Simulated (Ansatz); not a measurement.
Reaction (hydrogenolysis of a Zn–N bond): `[NH2][Zn][Br]` + H₂ → `[ZnH][Br]` + NH₃

Isolated molecules relaxed with PBE0-D4/def2-TZVP in Ansatz; ΔE leaves out vibrations. CBS: MP2 limit from def2 TZ/QZ plus the TZ coupled-cluster correction, frozen cores. This one scheme is used for every species. DFT in def2-TZVPP. B3LYP here is the variant with VWN-RPA as its local correlation; programs differ in this. HSE06 is defined as in plane-wave codes. For Br, Zn outer-core shells are correlated without core-valence functions, which leaves a few kJ/mol of doubt a bond. Scalar relativity is left out up to krypton. Each species was taken in one conformer, which may not be the lowest.

```csv
level,ΔE (kJ/mol),difference from CCSD(T)/CBS
LDA (SPW92),-15.7,-7.3
PBE-D4,-15.3,-6.9
revPBE-D4,-13.7,-5.3
B97M-V,-28.9,-20.5
PBE0-D4,-20.1,-11.7
B3LYP-D4,-17.6,-9.2
r2SCANh-D4,-15.9,-7.5
r2SCAN0-D4,-18.4,-10.0
HSE06-D4,-20.0,-11.6
BHLYP-D4,-22.3,-13.9
CAM-B3LYP-D4,-18.6,-10.2
ωB97X-V,-16.9,-8.5
ωB97M-V,-19.2,-10.8
B2PLYP,-14.9,-6.5
PBE-QIDH,-16.2,-7.8
revPBE,-19.4,-11.0
BLYP,-18.1,-9.7
r2SCAN,-14.7,-6.3
B3LYP,-21.6,-13.2
r2SCANh,-16.6,-8.2
r2SCAN0,-19.2,-10.8
HSE06,-22.0,-13.6
BHLYP,-25.7,-17.3
CAM-B3LYP,-20.9,-12.5
LC-ωPBE,-18.6,-10.2
RPA@PBE/def2-TZVPP,-15.0,-6.6
HF/def2-SVP,-42.4,-34.0
MP2/def2-SVP,-16.2,-7.8
CCSD/def2-SVP,-25.9,-17.5
CCSD(T)/def2-SVP,-23.8,-15.4
HF/def2-TZVPP,-34.9,-26.5
MP2/def2-TZVPP,-4.6,3.8
SCS-MP2/def2-TZVPP,-9.6,-1.2
CCSD(T)/def2-TZVPP,-13.9,-5.5
HF/def2-QZVPP,-32.3,-23.9
MP2/def2-QZVPP,-0.5,7.9
SCS-MP2/def2-QZVPP,-5.8,2.6
CCSD/def2-QZVPP,-14.5,-6.1
CCSD(T)/def2-QZVPP,-10.0,-1.6
MP2/CBS(def2),0.9,9.3
CCSD(T)/CBS,-8.4,0
```

Largest T1 diagnostic among the species: 0.012.

From PBE to PBE0 (25 % exact exchange), in def2-TZVPP and without D4, ΔE moves by −4.5 kJ/mol. In def2-TZVPP, CCSD(T) changes the Hartree–Fock value by +21.0 kJ/mol (the triples alone add +4.1 kJ/mol) and MP2 by +30.3 kJ/mol.
